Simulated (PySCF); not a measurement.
Structure from NMR data

Molecular formula: C6ClF5. Simulated spectra:

¹³C{¹H} NMR (computed): δ 155.3 (C, 2C), 151.1 (C), 148.3 (C, 2C), 120.7 (C).

PySCF calculation with shieldings: GIAO PBE0/pcSseg-1 and GFN2-xTB structure; fast rotation and ring inversion assumed for equivalent nuclei, no solvent, single conformer, relativity neglected.

Referencing at the same level of theory: ¹³C (186.93 ppm) vs TMS.

What is the structure?

Results:


- Rings plus π bonds: 4 (1 ring in the answer).
- 4 carbon signals for 6 carbons: some carbons are equivalent by symmetry or fast rotation.
- Carbon types of the structure: 6 × C.
- δC 155.3, 151.1, 148.3: aromatic carbon bearing fluorine; σ withdrawal by the attached heteroatom moves it downfield of the ring CH carbons.
- δC 120.7: aromatic carbon bearing chlorine.

The compound is 1-Chloropentafluorobenzene (SMILES Fc1c(F)c(F)c(Cl)c(F)c1F).

This is the structure that produced the data.

Carbons that carry Cl, above all several Cl atoms, come out too deshielded, partly because spin–orbit coupling is missing. Splittings by ¹⁹F in the carbon and heteronuclear signals aren't shown, as no couplings were computed. Shifts are as computed. Against solution values, carbons near 30 ppm lie about +3 ppm off and those near 130 ppm about +5 ppm; carbons on Cl a further +6 ppm. Of 1211 compounds with measured shifts, 218 miss one by over three times the rms of a fit or turn the order of signals round; such compounds aren't used in these exercises.
